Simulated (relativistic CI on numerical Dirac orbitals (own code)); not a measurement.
One change at a time: Se X

Base calculation: Dirac-Coulomb-Breit CI, KLI orbitals optimised for each configuration, model QED (radiative potential, 1s self-energy scaled to tabulated hydrogen-like ionisation energies), unscaled Slater integrals.

Configurations in the expansion (outside the closed core [Ne]): 3s2 3p6 3d7, 3s2 3p5 3d8, 3s2 3p4 3d9, 3s2 3p6 3d6 4s, 3s 3p6 3d8, 3s2 3p6 3d6 4p, 3s2 3p6 3d5 4s2, 3s2 3p6 3d6 4d, 3p6 3d9, 3s2 3p6 3d5 4s 4p, 3s2 3p6 3d6 4f, 3s2 3p6 3d6 5s, 3s2 3p6 3d5 4p2, 3s2 3p6 3d6 5p, 3s2 3p6 3d6 5d, 3s2 3p5 3d7 4s. Levels of other configurations are missing.

Variants: (1) only the first 3 configurations; (2) one mean potential for all configurations. Shifts of the energy above 3s2 3p6 3d7 4F_9/2, in cm⁻¹, for the lowest level and the first level of each name with at least 55 % of one term (blank where a level changes its place among those of its configuration and J or its character, or is not in the variant):

| Level | Base | Δ(1) | Δ(2) |
| --- | --- | --- | --- |
| 3s2 3p6 3d7 4F_9/2 | 0 | 0 | 0 |
| 3s2 3p6 3d7 4F_7/2 | 5342 | +1 | +8 |
| 3s2 3p6 3d7 4F_5/2 | 8780 | +20 | +12 |
| 3s2 3p6 3d7 4F_3/2 | 10983 | +38 | +15 |
| 3s2 3p6 3d7 4P_3/2 | 34588 | +1372 | 0 |
| 3s2 3p6 3d7 4P_5/2 | 35672 | +555 | +12 |
| 3s2 3p6 3d7 2G_9/2 | 38057 | +352 | -6 |
| 3s2 3p6 3d7 4P_1/2 | 38721 | +886 | +13 |
| 3s2 3p6 3d7 2G_7/2 | 43036 | +396 | +1 |
| 3s2 3p6 3d7 2P_1/2 | 49713 | +3180 | +7 |
| 3s2 3p6 3d7 2D_5/2 | 50489 | +1236 | -5 |
| 3s2 3p6 3d7 2H_11/2 | 52999 | -95 | +6 |
| 3s2 3p6 3d7 2H_9/2 | 57981 | -64 | +13 |
| 3s2 3p6 3d7 2D_3/2 | 59320 | +1751 | +10 |
| 3s2 3p6 3d7 2F_5/2 | 83333 | +1378 | +4 |
| 3s2 3p6 3d7 2F_7/2 | 85539 | +1385 | +9 |
| 3s2 3p6 3d6 4s 6D_9/2 | 747158 |  | +20045 |
| 3s2 3p6 3d6 4s 6D_7/2 | 750489 |  | +20182 |
| 3s2 3p6 3d6 4s 6D_5/2 | 752747 |  | +20243 |
| 3s2 3p6 3d6 4s 6D_3/2 | 754269 |  | +20283 |
| 3s2 3p6 3d6 4s 6D_1/2 | 755160 |  | +20307 |
| 3s2 3p6 3d6 4s 4D_7/2 | 765661 |  | +21202 |

At this charge energies of transitions that change n are usually good to better than 1 %, and those within a shell (Δn = 0) to a few per cent. Terms inside the open d or f shell come out 10 to 20 % too wide with unscaled integrals.

Ionisation energy from the two ground configurations alone: base 255.512 eV. The NIST ASD value (theoretical) is 255 eV.
